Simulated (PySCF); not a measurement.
## Electric field gradients and quadrupole coupling constants

Compound: C₇H₁₄O.
SMILES with atom numbers: `[CH3:1][CH2:2]/[CH:3]=[CH:4]\[CH2:5][O:6][CH2:7][CH3:8]` (hydrogens: H9, H10, H11 on C1; H12, H13 on C2; H14 on C3; H15 on C4; H16, H17 on C5; H18, H19 on C7; H20, H21, H22 on C8)

Geometry (GFN2-xTB, Å), atoms numbered from 1 in this order:
```xyz
22
C7H14O angstrom
C     -3.075    0.032    0.569
C     -1.569    0.032    0.836
C     -0.901    1.130    0.072
C     -0.074    0.968   -0.950
C      0.345   -0.363   -1.526
O      0.895   -1.285   -0.604
C      2.236   -1.055   -0.242
C      2.438    0.086    0.751
H     -3.271   -0.148   -0.486
H     -3.563   -0.747    1.149
H     -3.513    0.991    0.841
H     -1.399    0.190    1.905
H     -1.140   -0.930    0.560
H     -1.152    2.134    0.392
H      0.341    1.837   -1.443
H     -0.535   -0.874   -1.934
H      1.057   -0.197   -2.348
H      2.841   -0.872   -1.145
H      2.563   -1.996    0.209
H      1.809   -0.069    1.624
H      3.479    0.115    1.063
H      2.176    1.041    0.304
```

Field gradients from the PBE0/pcSseg-1 density (PySCF, non-relativistic), principal values in atomic units, ordered |Vxx| ≤ |Vyy| ≤ |Vzz|:

```json
{"atom": "O6", "Vxx": "-0.0385", "Vyy": "-1.9757", "Vzz": "2.0142"}
```

Q: Find the asymmetry η = (Vxx − Vyy)/Vzz and the couplings χ = eQV/h (234.96 MHz × Q in barn × V in au), with Q(17O) = −0.0256 b.

A: 
```json
{"atom": "O6", "environment": "ether oxygen", "nucleus": "17O", "η": "0.96", "χzz (MHz)": "-12.12", "χxx (MHz)": "0.23", "χyy (MHz)": "11.88"}
```

At O6 η is above 0.9: Vyy and Vzz are nearly equal in size and opposite in sign, so a small change could swap them and flip the sign of χzz. The tensor is traceless: Vxx + Vyy + Vzz = 0.

Q: What is Vzz at O6 in SI units (1 au = 9.71736 × 10²¹ V/m²)?

A: 2.0142 au = 19.573 × 10²¹ V/m².

Q: And the gradient at the other heavy atoms, for which no coupling is worked out here?

A: 
| atom | environment | Vzz (au) | η |
| --- | --- | --- | --- |
| C1 | methyl carbon | 0.063 | 0.14 |
| C2 | allylic carbon | -0.089 | 0.51 |
| C3 | alkene CH carbon | 0.328 | 0.50 |
| C4 | alkene CH carbon | 0.242 | 0.73 |
| C5 | sp3 carbon bound to oxygen | 0.359 | 0.23 |
| C7 | sp3 carbon bound to oxygen | 0.364 | 0.21 |
| C8 | methyl carbon | 0.050 | 0.44 |

Q: What couplings would deuterons (Q(2H) = 0.00286 b) have in place of the hydrogens, at this geometry?

A: 
```tsv
atom	bonded to	bond length (Å)	Vzz (au)	η	χzz (kHz)
H9	C1	1.088	0.3145	0.02	211
H10	C1	1.087	0.3166	0.02	213
H11	C1	1.088	0.3140	0.02	211
H12	C2	1.094	0.3028	0.02	203
H13	C2	1.089	0.2987	0.02	201
H14	C3	1.084	0.3228	0.06	217
H15	C4	1.082	0.3264	0.07	219
H16	C5	1.096	0.2915	0.05	196
H17	C5	1.100	0.2831	0.07	190
H18	C7	1.102	0.2807	0.08	189
H19	C7	1.094	0.2938	0.06	197
H20	C8	1.087	0.3170	0.02	213
H21	C8	1.087	0.3176	0.02	213
H22	C8	1.087	0.3138	0.03	211
```

The structure is a single GFN2-xTB conformer in the gas phase; no vibrational or solvent corrections. GFN2-xTB bond lengths can be off by several hundredths of an ångström, more for odd bonds, and the gradients follow them. With a basis this small, the couplings can be 20 % off.
